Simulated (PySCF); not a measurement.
Structure problem from calculated spectra and properties.

Formula: C7H8S.

* 1H NMR: chemical shifts (computed TMS as zero) by class: 7.51 (2 H), 7.32 (2 H), 7.26 (1 H), 2.37 (3 H) ppm [GIAO B97-2/pcSseg-2]
* Dipole: 1.35 D [B97-2/pcSseg-2]
* NMR, other nuclei: isotropic shieldings of nuclei other than C and H, by class: 488 (1 S) ppm [GIAO B97-2/pcSseg-2]
* Rotational structure: rotational constants A, B, C: 4.281, 1.181, 0.932 GHz [PBE0-D3(BJ)/def2-TZVP]
* 13C NMR: chemical shifts (computed TMS as zero) by class: 150.7 (1 C), 135.3 (2 C), 129.3 (2 C), 128.9 (1 C), 17.7 (1 C) ppm [GIAO B97-2/pcSseg-2]

Gas-phase values; electronic properties from PySCF, density fitting. Levels stand in brackets. Isolated species at its PBE0-D3(BJ)/def2-TZVP geometry (one conformer only). Each NMR value is the plain mean over a class of atoms that symmetry, rotation or inversion makes alike.

Task: What is the compound? Reason from the data.

Result: Numbering: `[CH3:1][S:2][c:3]1[cH:4][cH:5][cH:6][cH:7][cH:8]1`. Its formula, C7H8S, gives 4 degrees of unsaturation: 1 ring and 3 π bonds in the structure found (Kekulé form). 7 carbons fall into 5 classes; from least to most shielded: substituted aromatic carbon [C3] (150.7 ppm), aromatic CH carbon [C5/C7] (135.3 ppm, 2 C), aromatic CH carbon [C4/C8] (129.3 ppm, 2 C, up to 5.9 ppm apart in this geometry), aromatic CH carbon [C6] (128.9 ppm), S-methyl carbon [C1] (17.7 ppm). Hydrogen classes from least to most shielded: 2 H on the meta carbons, C5/C7 (7.51 ppm), 2 H on the ortho carbons, C4/C8 (7.32 ppm), 1 H on the para carbon, C6 (7.26 ppm), 3 H on an S-methyl carbon, C1 (2.37 ppm). The other shieldings belong to: 488 ppm, sulfide sulfur [S2]. By its constants the optimised geometry is an asymmetric top. Structure: `CSc1ccccc1`. Computed isomers that give other values at the same levels: `SCc1ccccc1` (13C chemical shifts (computed TMS as zero) by class: 151.3 (1 C), 135.5 (2 C), 135.0 (2 C), 133.5 (1 C), 37.1 (1 C) ppm). The assignments are read from this structure; whether some other isomer fits the data as well wasn't checked.

Shape of the structure used: `[CH3:1][S:2][c:3]1[cH:4][cH:5][cH:6][cH:7][cH:8]1`: C1–S2–C3–C4 -4°.
